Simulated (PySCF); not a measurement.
From a computed spectrum to the compound

A species of 5 atoms with charge 2 has these harmonic modes (BP86, small Gaussian bases with core potentials, PySCF 2.14.0):

| cm⁻¹ | km/mol | symmetry |
| --- | --- | --- |
| 293 | 6.5 | a1 |
| 571 | 74.8 | e |
| 571 | 74.8 | e |
| 1324 | 88.9 | a1 |
| 1588 | 32.9 | e |
| 1588 | 32.9 | e |
| 3296 | 90.0 | a1 |
| 3372 | 92.3 | e |
| 3372 | 92.3 | e |

Q: Which species is it, and in which structure?

A: [Sm(NH3)]2+ (singlet in the valence; each metal's 4f electrons, 6 of them, lie in its core potential, out of spins and levels):
```xyz
5

Sm    0.0000    0.0000   -0.2708
N     0.0000    0.0000    2.3374
H     0.9404    0.0000    2.7826
H    -0.4703    0.8144    2.7826
H    -0.4702   -0.8145    2.7826
```
Ideal gas at 298.15 K and 1 bar: S = 282.2 J/(mol K), Cp = 50.5 J/(mol K), H − H(0 K) = 12.0 kJ/mol (rigid rotor, harmonic modes, spin degeneracy alone, that of the 4f electrons in the core included). An lcecp potential fixes the number of 4f electrons, so in runs with it no electron can move into or out of that shell.
 Other answers can fit too; this one was computed.
